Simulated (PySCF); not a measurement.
Delta-SCF ions had no search for a lower state. Excitations are Tamm–Dancoff values on a coarser integration grid. The basis has no diffuse functions, so Rydberg states are missing or too high.

Species: CH3AlI2, SMILES `[CH3][Al]([I])[I]` (charge 0, multiplicity 1).

**Question.** What LUMO, S1 excitation (TDA), S1–T1 gap (TDA), vertical ionisation energy (Delta-SCF) and T1 excitation (TDA) does PBE0-D3(BJ)/def2-TZVP (PySCF 2.14.0) give?

**Answer.** 
```json
{
  "LUMO": "-1.47 eV",
  "S1 excitation (TDA)": "4.88 eV",
  "S1–T1 gap (TDA)": "0.13 eV",
  "vertical ionisation energy (Delta-SCF)": "9.42 eV",
  "T1 excitation (TDA)": "4.76 eV"
}
```
